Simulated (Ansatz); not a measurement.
Gas-phase electronic energies from Ansatz, PBE0-D4/def2-TZVP geometries. CCSD(T)/CBS is the MP2 limit (def2-TZVPP, def2-QZVPP) plus CCSD(T) − MP2 in def2-TZVPP, frozen cores. This one scheme is used for every species. Functionals use def2-TZVPP. B3LYP here is the variant with VWN-RPA as its local correlation; programs differ in this. Each species was taken in one conformer, which may not be the lowest.

Consider the formal exchange of groups at a C–C bond: `CC(F)CCl` + `[AlH3]` → `C[CH](F)[AlH2]` + `CCl`.

```json
{"level": "PBE-D4", "ΔE (kJ/mol)": "3.6", "difference from CCSD(T)/CBS": "-8.3"}
{"level": "r2SCAN-D4", "ΔE (kJ/mol)": "8.7", "difference from CCSD(T)/CBS": "-3.2"}
{"level": "PBE0-D4", "ΔE (kJ/mol)": "8.6", "difference from CCSD(T)/CBS": "-3.3"}
{"level": "B3LYP-D4", "ΔE (kJ/mol)": "5.7", "difference from CCSD(T)/CBS": "-6.2"}
{"level": "ωB97X-V", "ΔE (kJ/mol)": "13.0", "difference from CCSD(T)/CBS": "1.1"}
{"level": "ωB97M-V", "ΔE (kJ/mol)": "10.4", "difference from CCSD(T)/CBS": "-1.5"}
{"level": "B2PLYP", "ΔE (kJ/mol)": "7.2", "difference from CCSD(T)/CBS": "-4.7"}
{"level": "PBE", "ΔE (kJ/mol)": "0.8", "difference from CCSD(T)/CBS": "-11.1"}
{"level": "r2SCAN", "ΔE (kJ/mol)": "7.8", "difference from CCSD(T)/CBS": "-4.1"}
{"level": "PBE0", "ΔE (kJ/mol)": "6.2", "difference from CCSD(T)/CBS": "-5.7"}
{"level": "B3LYP", "ΔE (kJ/mol)": "1.4", "difference from CCSD(T)/CBS": "-10.5"}
{"level": "HF/def2-TZVPP", "ΔE (kJ/mol)": "16.3", "difference from CCSD(T)/CBS": "4.4"}
{"level": "MP2/def2-TZVPP", "ΔE (kJ/mol)": "15.9", "difference from CCSD(T)/CBS": "4.0"}
{"level": "SCS-MP2/def2-TZVPP", "ΔE (kJ/mol)": "15.3", "difference from CCSD(T)/CBS": "3.4"}
{"level": "CCSD/def2-TZVPP", "ΔE (kJ/mol)": "14.6", "difference from CCSD(T)/CBS": "2.7"}
{"level": "CCSD(T)/def2-TZVPP", "ΔE (kJ/mol)": "15.0", "difference from CCSD(T)/CBS": "3.1"}
{"level": "HF/def2-QZVPP", "ΔE (kJ/mol)": "15.4", "difference from CCSD(T)/CBS": "3.5"}
{"level": "MP2/def2-QZVPP", "ΔE (kJ/mol)": "13.9", "difference from CCSD(T)/CBS": "2.0"}
{"level": "SCS-MP2/def2-QZVPP", "ΔE (kJ/mol)": "13.2", "difference from CCSD(T)/CBS": "1.3"}
{"level": "HF/CBS(def2)", "ΔE (kJ/mol)": "15.3", "difference from CCSD(T)/CBS": "3.4"}
{"level": "MP2/CBS(def2)", "ΔE (kJ/mol)": "12.8", "difference from CCSD(T)/CBS": "0.9"}
{"level": "CCSD/CBS(def2)", "ΔE (kJ/mol)": "11.6", "difference from CCSD(T)/CBS": "-0.3"}
{"level": "CCSD(T)/CBS", "ΔE (kJ/mol)": "11.9", "difference from CCSD(T)/CBS": "0"}
```

Largest T1 diagnostic among the species: 0.011.

The D4 term adds +4.3 kJ/mol with B3LYP and +2.4 kJ/mol with PBE0; it sums over pairs of atoms, weighted by their polarisabilities, and B3LYP, whose exchange is more repulsive, gets the larger term. From PBE to PBE0 (25 % exact exchange), in def2-TZVPP and without D4, ΔE moves by +5.5 kJ/mol.
